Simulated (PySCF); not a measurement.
CH3Cl2NSi2. Atoms are numbered in the order given.

```xyz
9

Cl     1.4261    -0.1192     1.6782
Si     0.2299     0.0200     0.0000
Cl     1.4261    -0.1192    -1.6782
N     -0.7369     1.5349     0.0000
C     -1.9423     1.0729     0.0000
Si    -1.9351    -0.8676     0.0000
H     -2.7985     1.7749     0.0000
H     -2.5013    -1.5188    -1.2175
H     -2.5013    -1.5188     1.2175
```

The structure is a stationary point at B3LYP-D3(BJ)/def2-SVP. This is a generated structure with no PubChem entry under its InChIKey; it may be hypothetical.

The numbers are results of TDA-PBE/def2-SVPD (PySCF), not measurements.

Vertical excitations. The molecule is in vacuum. State labels are in the subgroup Cs.

```json
[
 {"state": "S1", "symmetry": "A\"", "energy (eV)": "3.53", "λ (nm)": "352", "f": "0.000", "main pairs": "HOMO→LUMO 98 %"},
 {"state": "S2", "symmetry": "A'", "energy (eV)": "4.30", "λ (nm)": "288", "f": "0.000", "main pairs": "HOMO→LUMO+1 100 %"},
 {"state": "S3", "symmetry": "A\"", "energy (eV)": "4.46", "λ (nm)": "278", "f": "0.000", "main pairs": "HOMO−1→LUMO 98 %"},
 {"state": "S4", "symmetry": "A\"", "energy (eV)": "4.88", "λ (nm)": "254", "f": "0.002", "main pairs": "HOMO→LUMO+2 96 %"},
 {"state": "S5", "symmetry": "A'", "energy (eV)": "5.07", "λ (nm)": "244", "f": "0.004", "main pairs": "HOMO→LUMO+3 94 %"},
 {"state": "S6", "symmetry": "A'", "energy (eV)": "5.19", "λ (nm)": "239", "f": "0.003", "main pairs": "HOMO−2→LUMO 87 %"},
 {"state": "S7", "symmetry": "A'", "energy (eV)": "5.45", "λ (nm)": "227", "f": "0.004", "main pairs": "HOMO−3→LUMO 87 %"},
 {"state": "S8", "symmetry": "A'", "energy (eV)": "5.78", "λ (nm)": "215", "f": "0.006", "main pairs": "HOMO→LUMO+4 85 %"},
 {"state": "S9", "symmetry": "A\"", "energy (eV)": "5.78", "λ (nm)": "214", "f": "0.001", "main pairs": "HOMO−4→LUMO 98 %"},
 {"state": "S10", "symmetry": "A'", "energy (eV)": "5.84", "λ (nm)": "212", "f": "0.009", "main pairs": "HOMO→LUMO+5 84 %"},
 {"state": "T1", "symmetry": "A\"", "energy (eV)": "2.82", "λ (nm)": "440", "f": "0", "main pairs": "HOMO→LUMO 99 %"},
 {"state": "T2", "symmetry": "A'", "energy (eV)": "4.14", "λ (nm)": "299", "f": "0", "main pairs": "HOMO→LUMO+1 99 %"},
 {"state": "T3", "symmetry": "A\"", "energy (eV)": "4.25", "λ (nm)": "291", "f": "0", "main pairs": "HOMO−1→LUMO 98 %"},
 {"state": "T4", "symmetry": "A\"", "energy (eV)": "4.59", "λ (nm)": "270", "f": "0", "main pairs": "HOMO→LUMO+2 97 %"}
]
```
Triplets are in the Tamm–Dancoff approximation.
